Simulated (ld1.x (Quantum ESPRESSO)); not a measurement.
An all-electron radial function and its pseudo partner (oxygen (O))

Columns: radius, all-electron u(r) and pseudo u(r) of the 2s shell (level -23.96 eV) of oxygen in the configuration [He] 2s2 2p4; PBE, scalar-relativistic, PAW scheme, ld1.x (Quantum ESPRESSO) 7.5.

| r (bohr) | all-electron | pseudo |
| --- | --- | --- |
| 0.098 | 0.4213 | -0.1246 |
| 0.195 | 0.2598 | -0.2540 |
| 0.292 | -0.0538 | -0.3918 |
| 0.390 | -0.3629 | -0.5364 |
| 0.488 | -0.6102 | -0.6773 |
| 0.585 | -0.7839 | -0.8003 |
| 0.682 | -0.8927 | -0.8939 |
| 0.780 | -0.9485 | -0.9485 |
| 0.878 | -0.9630 | -0.9630 |
| 0.975 | -0.9479 | -0.9479 |
| 1.072 | -0.9129 | -0.9129 |
| 1.170 | -0.8645 | -0.8645 |
| 1.268 | -0.8084 | -0.8084 |
| 1.365 | -0.7492 | -0.7492 |
| 1.463 | -0.6886 | -0.6886 |
| 1.560 | -0.6295 | -0.6295 |
| 1.658 | -0.5721 | -0.5721 |
| 1.755 | -0.5183 | -0.5183 |
| 1.852 | -0.4680 | -0.4680 |
| 1.950 | -0.4209 | -0.4209 |
| 2.047 | -0.3781 | -0.3781 |
| 2.145 | -0.3385 | -0.3385 |
| 2.242 | -0.3029 | -0.3029 |
| 2.340 | -0.2704 | -0.2704 |
| 2.438 | -0.2410 | -0.2410 |
| 2.535 | -0.2148 | -0.2148 |

Q: How many radial nodes do the two functions have?

A: The all-electron 2s function has n − l − 1 = 1; the pseudo-wave has 0, since the states of the same l below it are removed with the core.

Q: At about which radius was the pseudo-wave matched?

A: 0.75 bohr, where the columns begin to agree (steps of 0.10 bohr).

Q: Is the pseudo-wave norm-conserving?

A: No, it belongs to a PAW set: the norm inside the radius is not constrained, and the difference is carried by the augmentation charge.
